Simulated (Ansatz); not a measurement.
Input for Ansatz (an electronic-structure program): U-PBE/cc-pVTZ on GeH4O (SMILES [OH][GeH3]), a point of a bond scan (R = 2.597 Å).

Ansatz 0.2 input:
```yaml
crystal:
  periodic: [false, false, false]
  atoms:
    - {symbol: Ge, position_ang: [-0.32903929, 0.06812490, 0.07330265]}
    - {symbol: O, position_ang: [1.35705815, -0.35716009, -0.37168713]}
    - {symbol: H, position_ang: [-0.54453814, -0.15512316, 1.58391604]}
    - {symbol: H, position_ang: [-1.18632723, -0.88517582, -0.76517759]}
    - {symbol: H, position_ang: [-0.60848715, 1.54275960, -0.28108933]}
    - {symbol: H, position_ang: [3.12579194, 1.07919504, 0.87530865]}
basis:
  gaussian:
    orbitals: cc-pVTZ
hamiltonian:
  xc: {name: PBE}
magnetization: {spin_polarized: true, initial_magnetization: 0}
```

The log:

```
WARN ansatz: RAYON_NUM_THREADS=1 ignored (pool sized by the plan → 1); use --threads N
Functional definition: PBE
integrals: 0.04 GiB planned
764 factors; their error is unknown
mean field: 0.41 GiB planned
mean field evaluation 1: about -58600.0110 eV, gradient 5.5e1 eV
mean field evaluation 2: about -58437.8761 eV, gradient 1.3e2 eV
mean field evaluation 4: about -58606.7251 eV, gradient 2.5e1 eV
mean field evaluation 8: about -58600.8564 eV, gradient 3.4e1 eV
mean field evaluation 16: about -58615.6673 eV, gradient 2.9e-5 eV
mean field evaluation 32: about -58616.5719 eV, gradient 7.6e-5 eV
mean field evaluation 64: about -58616.5719 eV, gradient 4.2e-2 eV
mean field -58616.57191126 eV, -2154.1192859994 hartree, gradient 4.6e-6 eV, S^2 0.900093; 8 other end points of the search recorded, 0 dependent functions left out
reference -58616.57195132 eV, -2154.1192874715 hartree; 22, 22 occupied and 107, 107 virtual orbitals, 764 factors
Total energy: -58616.57195132 eV, -2154.1192874715 hartree
```

The calculation finished and met its thresholds. Its determinant has ⟨S²⟩ = 0.90, a mixture of spin states.

Cost: about 11 core-seconds (a rough figure).
